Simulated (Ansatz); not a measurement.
A nudged elastic band was laid between two geometries of CH9BN2 (13 atoms, charge 0, multiplicity 1).

These are results of RKS PBE0/6-31G* (Ansatz), not measurements.

| Property | Result |
| --- | --- |
| movable images | 5 |
| climbing image | yes |
| spring | 5.0 eV/Å² |
| optimiser | quadratic models (default) |
| start path | through a guess of the saddle point |
| force threshold | 0.03 eV/Å |
| iteration limit | 60 |
| end points | relaxed |

First end point:

```xyz
13
Properties=species:S:1:pos:R:3
B -0.153 0.303 0.463
N 0.246 -0.353 1.751
H -0.419 -1.036 2.091
H 1.154 -0.799 1.728
H 0.702 0.320 -0.409
H -1.267 0.014 0.052
N -0.329 1.935 0.835
H -0.706 2.429 0.028
C 0.915 2.560 1.306
H 1.278 1.947 2.133
H 1.643 2.528 0.493
H 0.763 3.593 1.632
H -1.031 1.978 1.573
```

Last end point:

```xyz
13
Properties=species:S:1:pos:R:3
B -0.089 0.597 0.413
N -0.414 -0.317 1.810
H -0.490 -1.317 1.629
H 0.318 -0.166 2.501
H 0.987 0.148 0.054
H -1.019 0.300 -0.316
N -0.091 2.014 0.871
H -0.803 2.582 0.432
C 1.152 2.743 0.981
H 1.891 2.133 1.515
H 1.612 3.015 0.013
H 1.027 3.671 1.557
H -1.286 0.016 2.217
```

(1) What changes between the two ends?

(2) What energy profile does the band end with?

(3) What is the geometry of the highest image?

(4) What are the harmonic wavenumbers there?

Results:

(1) Bonds broken: N7–H13. Bonds formed: N2–H13.

(2) The forces met the threshold. The highest image is number 3 of 0 to 6, 73.0 kJ/mol above the first end and 59.4 kJ/mol above the last; the last end lies 13.6 kJ/mol above the first. A vibrational analysis at the climbing image gives one clearly imaginary mode, 1429i cm⁻¹: a first-order saddle point. The orbitals stay closed-shell, which can raise the energy where a bond breaks towards radicals; this wasn't checked here.

| image | path coordinate (Å) | energy (kJ/mol) | N7–H13 (Å) | N2–H13 (Å) |
| --- | --- | --- | --- | --- |
| 0 | 0.00 | 0.0 | 1.02 | 2.66 |
| 1 | 1.00 | 3.9 | 1.02 | 2.41 |
| 2 | 1.99 | 7.7 | 1.02 | 2.24 |
| 3 | 2.99 | 73.0 | 1.33 | 1.29 |
| 4 | 3.77 | 19.9 | 2.16 | 1.02 |
| 5 | 4.56 | 15.6 | 2.44 | 1.02 |
| 6 | 5.34 | 13.6 | 2.69 | 1.02 |

(3) 
```xyz
13
Properties=species:S:1:pos:R:3
B -0.035 0.395 0.370
N -0.253 -0.335 1.785
H -1.108 -0.870 1.899
H 0.528 -0.869 2.152
H 1.074 0.193 -0.070
H -0.951 0.178 -0.391
N -0.145 1.842 1.044
H -0.993 2.341 0.790
C 1.006 2.733 1.024
H 1.883 2.188 1.387
H 1.234 3.089 0.011
H 0.848 3.602 1.673
H -0.292 0.933 2.002
```

(4) 1429i, 115, 203, 323, 435, 645, 668, 751, 781, 830, 890, 968, 1077, 1116, 1141, 1174, 1182, 1206, 1409, 1481, 1520, 1540, 1609, 1676, 1836, 2520, 2579, 3056, 3123, 3155, 3558, 3569, 3658 cm⁻¹.

Run time: 4.7 min on 1 thread of Arm Neoverse V2, on a shared host, peak memory 0.15 GiB.
